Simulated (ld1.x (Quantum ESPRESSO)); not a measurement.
**scandium: excitation energies, all-electron against RRKJ**

ld1.x (Quantum ESPRESSO) 7.5 input, shortened:

```
&input
   title='Sc', zed=21., rel=1, dft='PBESOL', iswitch=3,
   config='[Ar] 3d1 4s2 4p0'
 /
 &inputp
   pseudotype=2, tm=.false., rho0=0.001, lloc=2,
   nlcc=.false.
 /
3
3S  1  0   2.00   0.00  1.00  1.00  0.0
3P  2  1   6.00   0.00  1.35  1.35  0.0
3D  3  2   1.00   0.00  1.50  1.50  0.0
 &test
   configts(1)='3s2 3p6 3d1 4s2 4p0'
 /
```

Occupied shells without a wave of their own: 4s. They enter only through the test configuration that unscreens the potential.

Energies are relative to the spin-unpolarised reference configuration 3s2 3p6 3d1 4s2 4p0; without spin polarisation the order of configurations can differ from experiment.

| valence configuration | charge | ΔE all-electron (eV) | error AE − PS (meV) |
| --- | --- | --- | --- |
| 3s2 3p6 3d1 4s1 4p0 | +1 | 6.903 | +21 |
| 3s2 3p6 3d1 4s0 4p0 | +2 | 19.554 | +51 |
| 3s2 3p6 3d0 4s2 4p0 | +1 | 8.396 | +22 |
| 3s2 3p6 3d2 4s1 4p0 | 0 | 1.664 | +15 |
| 3s1 3p6 3d1 4s2 4p0 | +1 | 61.808 | +2.4 |
| 3s2 3p6 3d0 4s2 4p1 | 0 | 3.489 | -4.3 |

Problem. What are ΔE and the potential's error for 3s2 3p6 3d0 4s0 4p0?

Solution. ΔE = 44.372 eV all-electron; the error (AE − PS) is +85 meV.

ld1.x printed “convergence not achieved” for 7 of the counted tests; their residual had stalled under 1e-8, short of the target of 1e-14.
